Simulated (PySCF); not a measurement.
InI3, SMILES [I][In]([I])[I]. Geometry: PBE-D3(BJ)/def2-SVP. The isomer is the one that the SMILES or the coordinates give; other isomers of the formula were not compared. The def2 effective core potentials stand for the cores of I, In; spin–orbit coupling is left out.

Q: Give the equilibrium geometry at PBE-D3(BJ)/def2-SVP (PySCF confirms it by a frequency run) as bond lengths and angles, and its point group. (Estimate from the structure and the level; the computed values follow.)

A: point group D3h.
Atoms: In1 I2 I3 I4. Bonds (Å): In1–I2 2.684, In1–I3 2.684, In1–I4 2.684. Angles (°): I2–In1–I3 120.0, I2–In1–I4 120.0, I3–In1–I4 120.0.
Charge 0, spin multiplicity 1.
